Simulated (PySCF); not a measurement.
AlI₂ (SMILES [I][Al+][I]), charge +1, singlet, at a GFN2-xTB geometry (such geometries of metal compounds can be far from the true shape) (core potentials on I); PBE/def2-SVP in PySCF.

Here is a job for PySCF.
```python
from pyscf import gto, scf, dft

mol = gto.M(
    atom='''
Al    0.000000    0.000000    0.000000
I    -0.000000   -0.000000   -2.473770
I     0.000000    0.000000    2.473770
''',
    basis='def2-svp',
    ecp={'I': 'def2-svp'},
    charge=1,
    spin=0,
    verbose=4,
)

mf = dft.RKS(mol)
mf.xc = 'pbe'
mf.kernel()
```

The log (banner, timings and long lists left out):

```
PySCF version 2.14.0

[INPUT] verbose = 4
[INPUT] num. atoms = 3
[INPUT] num. electrons = 62
[INPUT] charge = 1
[INPUT] spin (= nelec alpha-beta = 2S) = 0
[INPUT] symmetry False subgroup None
[INPUT] Mole.unit = angstrom
[INPUT] Symbol           X                Y                Z      unit          X                Y                Z       unit  Magmom
[INPUT]  1 Al     0.000000000000   0.000000000000   0.000000000000 AA    0.000000000000   0.000000000000   0.000000000000 Bohr   0.0
[INPUT]  2 I      0.000000000000   0.000000000000  -2.473770000000 AA    0.000000000000   0.000000000000  -4.674747795165 Bohr   0.0
[INPUT]  3 I      0.000000000000   0.000000000000   2.473770000000 AA    0.000000000000   0.000000000000   4.674747795165 Bohr   0.0

nuclear repulsion = 205.893460390618
number of shells = 28
number of NR pGTOs = 158
number of NR cGTOs = 70
basis = def2-svp
ecp = {'I': 'def2-svp'}

******** <class 'pyscf.dft.rks.RKS'> ********
method = RKS
initial guess = minao
damping factor = 0
level_shift factor = 0
DIIS = <class 'pyscf.scf.diis.CDIIS'>
diis_start_cycle = 1
diis_space = 8
diis_damp = 0
SCF conv_tol = 1e-09
SCF conv_tol_grad = None
SCF max_cycles = 50
direct_scf = True
direct_scf_tol = 1e-13
XC library pyscf.dft.libxc version 7.1.2
    S. Lehtola, C. Steigemann, M. J. T. Oliveira, and M. A. L. Marques,  SoftwareX 7, 1–5 (2018)
XC functionals = pbe
    J. P. Perdew, K. Burke, and M. Ernzerhof,  Phys. Rev. Lett. 77, 3865 (1996)
    J. P. Perdew, K. Burke, and M. Ernzerhof,  Phys. Rev. Lett. 78, 1396 (1997)
    J. P. Perdew, K. Burke, and M. Ernzerhof,  Phys. Rev. Lett. 77, 3865 (1996)
    J. P. Perdew, K. Burke, and M. Ernzerhof,  Phys. Rev. Lett. 78, 1396 (1997)
radial grids:
    Treutler-Ahlrichs [JCP 102, 346 (1995); DOI:10.1063/1.469408] (M4) radial grids

becke partition: Becke, JCP 88, 2547 (1988); DOI:10.1063/1.454033
pruning grids: <function nwchem_prune>
grids dens level: 3
symmetrized grids: False
atomic radii adjust function: <function treutler_atomic_radii_adjust>
small_rho_cutoff = 0
Set gradient conv threshold to 3.16228e-05
Initial guess from minao.
tot grids = 63096
init E= -775.691043973612
  HOMO = -1.39026589129432  LUMO = -0.948311933160113  gap/eV = 12.02618
cycle= 1 E= -833.981253420796  delta_E= -58.3  |g|=  4.5  |ddm|= 12.8
  HOMO = -0.207273129312698  LUMO = -0.196099689199938  gap/eV = 0.30404
cycle= 2 E= -829.791081987778  delta_E= 4.19  |g|= 5.13  |ddm|= 12.9
  HOMO = -0.427488448056325  LUMO = -0.119375173340529  gap/eV = 8.38419
cycle= 3 E= -836.408767751073  delta_E= -6.62  |g|= 1.33  |ddm|= 7.69
  HOMO = -0.450685013365955  LUMO = -0.369507208794143  gap/eV = 2.20896
cycle= 4 E= -836.439445466465  delta_E= -0.0307  |g|= 1.55  |ddm|= 4.27
  HOMO = -0.441629766708911  LUMO = -0.345814677993962  gap/eV = 2.60726
cycle= 5 E= -837.378018366068  delta_E= -0.939  |g|= 0.265  |ddm|= 1.91
  HOMO = -0.440842625455675  LUMO = -0.346107905467019  gap/eV = 2.57786
cycle= 6 E= -837.402796095868  delta_E= -0.0248  |g|= 0.0752  |ddm|= 0.297
  HOMO = -0.444967585521849  LUMO = -0.344835783815635  gap/eV = 2.72473
cycle= 7 E= -837.405362107186  delta_E= -0.00257  |g|= 0.0146  |ddm|= 0.13
  HOMO = -0.443499691786137  LUMO = -0.343224339138074  gap/eV = 2.72863
cycle= 8 E= -837.405439897142  delta_E= -7.78e-05  |g|= 0.000616  |ddm|= 0.0224
  HOMO = -0.443510851765299  LUMO = -0.343306223150272  gap/eV = 2.72671
cycle= 9 E= -837.405440089466  delta_E= -1.92e-07  |g|= 7.31e-05  |ddm|= 0.00131
  HOMO = -0.443496804948526  LUMO = -0.343291656406127  gap/eV = 2.72672
cycle= 10 E= -837.405440091203  delta_E= -1.74e-09  |g|= 3.73e-06  |ddm|= 0.000146
  HOMO = -0.443497828248511  LUMO = -0.343292747990892  gap/eV = 2.72672
cycle= 11 E= -837.405440091205  delta_E= -1.82e-12  |g|= 1.13e-06  |ddm|= 1.14e-05
  HOMO = -0.443497577801758  LUMO = -0.343292607671991  gap/eV = 2.72672
Extra cycle  E= -837.405440091205  delta_E= 2.27e-13  |g|= 1.95e-06  |ddm|= 4.72e-06
converged SCF energy = -837.405440091205
```
